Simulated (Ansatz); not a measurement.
C2H6FISi, SMILES `C[Si](C)(F)I`, relaxed with RKS PBE-D4/def2-SVP in the Gaussian-basis code of Ansatz from a rough embedded geometry. The force threshold is 0.03 eV/Å; the program also tests the step.

Charge 0, multiplicity 1. I takes the def2 core potential.

Start:

```xyz
11

C     0.965    0.836    0.869
Si    0.156    0.176   -0.608
C    -1.282   -0.839   -0.157
F    -0.384    1.336   -1.554
I     1.727   -1.160   -1.935
H     1.420    0.064    1.507
H     1.864    1.466    0.562
H     0.345    1.452    1.433
H    -0.984   -1.761    0.480
H    -1.802   -1.271   -1.032
H    -2.023   -0.298    0.435
```

```
step  energy (eV)  largest force (eV/Å)  largest move (Å)
   1  -20854.3824                 3.289             0.000
   2  -20854.6435                 0.924             0.077
   3  -20854.6442                 1.276             0.099
   4  -20854.6937                 0.170             0.075
   5  -20854.6954                 0.077             0.028
   6  -20854.6961                 0.017             0.011
```

End:

```xyz
11

C     1.045    0.877    0.875
Si    0.145    0.146   -0.591
C    -1.331   -0.913   -0.155
F    -0.374    1.381   -1.545
I     1.740   -1.187   -1.935
H     1.448    0.074    1.524
H     1.891    1.509    0.540
H     0.353    1.504    1.475
H    -1.021   -1.787    0.451
H    -1.832   -1.285   -1.071
H    -2.063   -0.319    0.430
```

Run time 14 s (2 threads of an AMD EPYC 7R13 on a shared host); peak host memory 0.22 GiB.
